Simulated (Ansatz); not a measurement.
Molecule: O2, charge 2, multiplicity 1. 
Coordinates optimised at B3LYP-D3(BJ)/def2-TZVP (Ansatz, an electronic-structure program):
```xyz
2

O      0.0000     0.0000    -0.5162
O      0.0000     0.0000     0.5162
```
Charge +2, spin multiplicity 1.

Wanted: vertical electron affinity (to the doublet state of charge +1; a negative value means that the extra electron is unbound and the number depends on the basis; each state is the SCF solution reached for its spin; for the singlet the Hartree-Fock reference is unstable and T1 is 0.014), in eV. Valence correlation only, unless marked. UHF or UKS for open shells. Spin-orbit coupling is left out. Non-relativistic. CBS(X,Y): correlation extrapolated as X^-3; Hartree-Fock from the larger set.

```
level             program  vertical electron affinity (eV)
----------------  -------  -------------------------------
SVWN5/def2-TZVPD   Ansatz                            23.87
```

Problem. What does CCSD(T)/CBS(aug-cc-pVTZ,aug-cc-pVQZ) (Ansatz) give?

Solution. 23.57 eV
